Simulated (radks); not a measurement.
Valence configurations of Rh+ (all share [Kr]). Method: scalar-relativistic Kohn-Sham, r2SCAN, spin-polarised, spherical densities, finite nucleus; open shells are filled with parallel spins first (spin-orbit coupling, left out, can overturn this in heavy ions); meta-GGA in the generalised Kohn-Sham scheme; Fermi nuclear charge, rms radius 4.4945 fm; computed with a radial shooting solver on a logarithmic mesh with Libxc functionals. Energies are relative to 4d8; eigenvalues in eV for spin up.

valence      E (eV)  moment (Bohr magnetons)    e(4d)    e(5p)    e(5s)
4d8           0.000                        2  -14.395        -        -
4d7 5s1       1.973                        4  -18.114        -  -13.069
4d7.5 5p0.5   3.560                        3  -16.905   -7.089        -
4d7 5p1       7.459                        4  -19.379   -8.174        -
4d6 5p2      16.370                        6  -24.298  -10.080        -
4d7.5 5s0.5   1.005                        3  -16.248        -  -11.823
4d6.5 5p1.5  11.727                        5  -21.841   -9.178        -

NIST lists [Kr] 4d8 as the ground configuration; this level of theory agrees among the configurations tried. The energies are those of spherical high-spin densities, not of single terms.
